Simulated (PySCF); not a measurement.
BClFH2N. Atoms are numbered in the order given.

```xyz
6

B     -0.0658    -0.4341     0.0000
F     -1.2897    -0.9590     0.0000
Cl     0.0901     1.3378     0.0000
N      1.0592    -1.2547     0.0000
H      2.0035    -0.8928     0.0000
H      0.9856    -2.2652     0.0000
```

Coordinates come from a B3LYP-D3(BJ)/def2-SVP optimisation. One conformer was computed; it need not be the lowest.

Level of theory: PBE0/pcSseg-2 (PySCF).

GIAO shieldings, no solvent; atoms listed in one row are averaged. δ = σ(ref) − σ: ¹¹B against BF3 (σ = 88.8 ppm); ¹⁹F against CFCl3 (σ = 165.8 ppm); ³⁵Cl against HCl (σ = 943.3 ppm); ¹⁵N against NH3 (σ = 263.3 ppm); ¹H against TMS (σ = 31.54 ppm), references at their B3LYP-D3(BJ)/def2-TZVP geometries, non-relativistic (without spin–orbit terms, shifts of atoms bonded to Cl or Br come out too high).

```tsv
nucleus	atoms	count	δ (ppm)
¹¹B	B1	1	16.7
¹⁹F	F2	1	-110.7
³⁵Cl	Cl3	1	60.4
¹⁵N	N4	1	77.0
¹H	H5	1	3.47
¹H	H6	1	3.38
```
